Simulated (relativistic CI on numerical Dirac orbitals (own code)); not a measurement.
## Spin-allowed bands of a d7 ion in a tetrahedral site, by hand

Problem. A d7 ion in a tetrahedral site has a 4A2 ground term and spin-allowed bands at ν1 = 5000 and ν2 = 8637 cm⁻¹ (from a computed ligand-field model). Find Δ and the Racah parameter B, and predict the third band.

Working.
1. The F term splits into A2 (−1.2Δ), T2 (−0.2Δ) and T1 (+0.6Δ), so ν1 = E(T2) − E(A2) = Δ = 5000 cm⁻¹.
2. T1(F) mixes with T1(P), which lies at 15B, through an element 0.4Δ. The two roots, counted from A2, are ν2,3 = ½(15B + 3Δ) ∓ ½√[(15B − Δ)² + 12BΔ].
3. Solving the lower root for B gives B = (2ν1² + ν2² − 3ν1ν2)/(15ν2 − 27ν1) = -4957231/-5445 = 910 cm⁻¹.
4. The sum of the roots is 15B + 3Δ, so ν3 = 15B + 3ν1 − ν2 = 20019 cm⁻¹ (500 nm).

Check. The bands were computed by exact diagonalisation of the d7 shell with B = 910 and Δ = 5000 cm⁻¹, which gives ν3 = 20013 cm⁻¹. C does not enter the terms of highest spin.
